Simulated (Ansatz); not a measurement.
Basis sets compared for Si(CCH)2H2 (C4H4Si). Charge 0, multiplicity 1. Geometry PBE0-D4/def2-SVP. Ansatz on 2 threads of AMD EPYC 7R13 on a shared host; times are rough, and most runs start from earlier orbitals.

```
atom   x (Å)   y (Å)   z (Å)
 Si1  -0.398   0.867  -0.033
  C2  -1.055  -0.625  -0.871
  C3  -1.497  -1.610  -1.430
  H4  -1.887  -2.483  -1.924
  C5   1.136   0.446   0.877
  C6   2.155   0.176   1.484
  H7   3.057  -0.064   2.020
  H8  -1.415   1.381   0.927
  H9  -0.097   1.912  -1.051
```

Binding counts from free atoms (Si triplet, C triplet, H doublet) in the same basis, without a counterpoise term.

```tsv
level	functions	energy (Eh)	HOMO (eV)	LUMO (eV)	binding per atom (eV)	wall time
HF/STO-3G	33	-437.3938	-8.70	9.40	3.83	0.15 s
HF/6-31G	57	-442.5005	-10.68	3.76	2.93	0.3 s
PBE-D4/def2-SVP	94	-443.6329	-6.89	-1.26	4.56	0.7 s
PBE0-D4/def2-SVP	94	-443.6719	-8.13	-0.34	4.46	0.8 s
```

**Question.** Estimate the rows for HF/def2-TZVP, PBE-D4/def2-TZVP, PBE0-D4/def2-TZVP (with forces).

**Answer.** 
```json
{"level": "HF/def2-TZVP", "functions": "185", "energy (Eh)": "-442.6920", "HOMO (eV)": "-10.89", "LUMO (eV)": "3.10", "binding per atom (eV)": "3.24", "wall time": "1.1 s"}
{"level": "PBE-D4/def2-TZVP", "functions": "185", "energy (Eh)": "-443.9101", "HOMO (eV)": "-7.01", "LUMO (eV)": "-1.47", "binding per atom (eV)": "4.55", "wall time": "1.5 s"}
{"level": "PBE0-D4/def2-TZVP (with forces)", "functions": "185", "energy (Eh)": "-443.9459", "HOMO (eV)": "-8.21", "LUMO (eV)": "-0.52", "binding per atom (eV)": "4.45", "wall time": "3.1 s"}
```
